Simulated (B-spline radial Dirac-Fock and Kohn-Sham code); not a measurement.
# What relativity does to the binding energies of I¹⁰⁺

System: I¹⁰⁺, configuration [Kr] 4d7.

Both columns are ΔSCF binding energies of the configuration average from a radial B-spline solver: non-relativistic Hartree-Fock with a point nucleus, and Dirac-Fock with a finite nucleus and the Coulomb interaction alone, averaged over the two j levels with weights 2j+1.

```tsv
shell	Hartree-Fock (eV)	Dirac-Fock (eV)	shift (eV)	shift (%)
1s	32157.2	33482.7	+1325.53	+4.12
2s	5076.2	5404.5	+328.27	+6.47
2p	4766.1	4863.6	+97.45	+2.04
3s	1199.0	1270.3	+71.32	+5.95
3p	1067.8	1090.5	+22.74	+2.13
4s	358.6	374.7	+16.07	+4.48
4p	308.7	313.5	+4.80	+1.55
4d	225.6	224.0	-1.62	-0.72
```

Relativity binds 1s, 2s, 2p, 3s, 3p, 4s, 4p more strongly, among those listed most of all 2s in relative terms, and 4d more weakly, because the contracted s and p shells screen the nucleus better.

Values without a named source are computed, but for edge energies of neutral atoms, which are taken from tables.
